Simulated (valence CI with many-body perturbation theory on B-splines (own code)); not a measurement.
# Missing levels of Pm XI

Calculated by relativistic CI+MBPT: five valence electrons over a frozen Dirac-Fock core [Kr] 4d10, radial functions for each j: 7 s, 7 p, 7 d, 7 f, 4 g, 2 h, with the one-electron correlation potential Σ1, the two-electron term Σ2, the three-electron term Σ3, Breit, model QED; selected CI, second order for the rest, scaled by the run's own slope (own B-spline code, finite nucleus).

No measured levels were compared; by estimate terms of the open shell hold to a few per cent of their energy, and close levels can change places; configurations with another count of f electrons can be misplaced by thousands of cm⁻¹. Among the levels kept, up to 2900 cm⁻¹ of a level comes from second order outside the variational space, and about a tenth of that is noise between levels of different J, which matters for small intervals. The lowest computed level is not the ground level that NIST lists (°, for many ions itself from theory).

| Level | E (eV) |
| --- | --- |
| (4f5/2^2 5s^2 5p1/2) J=9/2 | 0.0000 |
| (4f5/2^3 5s^2) J=9/2 | 0.3758 |
| (4f5/2^2 4f7/2 5s^2) J=11/2 [a] | 0.6508 |
| (4f5/2^2 5s^2 5p1/2) J=7/2 | 0.6930 |
| (4f5/2 4f7/2 5s^2 5p1/2) J=11/2 [a] | ? |
| (4f5/2 4f7/2 5s^2 5p1/2) J=9/2 [a] | 0.9386 |
| (4f5/2 4f7/2^2 5s^2) J=13/2 [a] | 1.013 |
| (4f5/2^2 5s^2 5p1/2) J=5/2 | ? |
| (4f7/2^3 5s^2) J=15/2 | 1.366 |
| (4f5/2^2 5s^2 5p1/2) J=3/2 | 1.395 |
| (4f5/2 4f7/2 5s^2 5p1/2) J=7/2 [a] | 1.453 |
| (4f7/2^2 5s^2 5p1/2) J=11/2 | 1.460 |
| (4f7/2^2 5s^2 5p1/2) J=13/2 | 1.645 |
| (4f5/2 4f7/2 5s^2 5p1/2) J=5/2 [a] | 1.682 |
| (4f5/2 4f7/2 5s^2 5p1/2) J=9/2 [b] | 1.756 |
| (4f5/2 4f7/2 5s^2 5p1/2) J=7/2 [b] | ? |
| (4f5/2^3 5s^2) J=3/2 | ? |
| (4f7/2^2 5s^2 5p1/2) J=7/2 | ? |
| (4f5/2^2 4f7/2 5s^2) J=9/2 | ? |
| (4f5/2^2 4f7/2 5s^2) J=5/2 [a] | 2.569 |

Levels are named by their leading jj configuration (3d3/2^4 stands for four electrons in 3d with j = 3/2), which in mixed levels can hold well under half, so a name can repeat and another be missing. Letters in brackets count levels of one name in rising energy.

Question: The levels stand in rising order. What does the calculation give for the missing energies?

Answer: (4f5/2 4f7/2 5s^2 5p1/2) J=11/2 [a] 0.8752; (4f5/2^2 5s^2 5p1/2) J=5/2 1.121; (4f5/2 4f7/2 5s^2 5p1/2) J=7/2 [b] 2.181; (4f5/2^3 5s^2) J=3/2 2.407; (4f7/2^2 5s^2 5p1/2) J=7/2 2.455; (4f5/2^2 4f7/2 5s^2) J=9/2 2.538.
